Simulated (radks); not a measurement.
Results of a calculation; reference values are marked as such.
Ionisation of the terbium ion Tb+, [Xe] 4f9 6s1, to Tb2+, [Xe] 4f9, under several functionals. Scalar-relativistic Kohn-Sham, spin-polarised, spherical densities, point nucleus; open shells are filled with parallel spins first (spin-orbit coupling, left out, can overturn this in heavy ions); a radial shooting solver on a logarithmic mesh with Libxc functionals. Known Delta-SCF values: exchange-only B88 11.398 eV; OLYP 11.516 eV; PW91 11.839 eV. What does HCTH/407 give, and what is its highest occupied eigenvalue?

Answer. 11.520 eV by Delta-SCF; the 4f eigenvalue is -7.719 eV. NIST: 11.51 eV (semi-empirical).
